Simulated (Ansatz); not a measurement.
One change: `CBC=O` becomes `[CH3][GaH][CH]=O`.

Ansatz, PBE0-D4/def2-TZVP geometries, multiplicity 1. Each molecule was computed in one conformer, which needn't be the lowest.

Scalar relativity is left out up to krypton.

```tsv
property	`CBC=O`
size of the dipole moment (ωB97M-V/def2-TZVPP) / D	2.83
size of the dipole moment (B3LYP/def2-TZVPP) / D	2.82
HOMO energy (ωB97M-V/def2-TZVPP) / eV	-9.40
LUMO energy (B3LYP/def2-TZVPP) / eV	-1.74
LUMO energy (PBE0/def2-TZVPP) / eV	-1.50
HOMO–LUMO gap (ωB97M-V/def2-TZVPP) / eV	9.90
```

What does the change do to each property? (An estimate is asked.)

The calculation gave: 
```csv
property,`[CH3][GaH][CH]=O`,shift
size of the dipole moment (ωB97M-V/def2-TZVPP) / D,2.56,-0.27
size of the dipole moment (B3LYP/def2-TZVPP) / D,2.50,-0.32
HOMO energy (ωB97M-V/def2-TZVPP) / eV,-8.65,0.75
LUMO energy (B3LYP/def2-TZVPP) / eV,-1.78,-0.04
LUMO energy (PBE0/def2-TZVPP) / eV,-1.49,0.01
HOMO–LUMO gap (ωB97M-V/def2-TZVPP) / eV,8.88,-1.02
```

Dipoles are sizes alone; their direction can turn.

B3LYP here is the variant with VWN-RPA as its local correlation; programs differ in this.
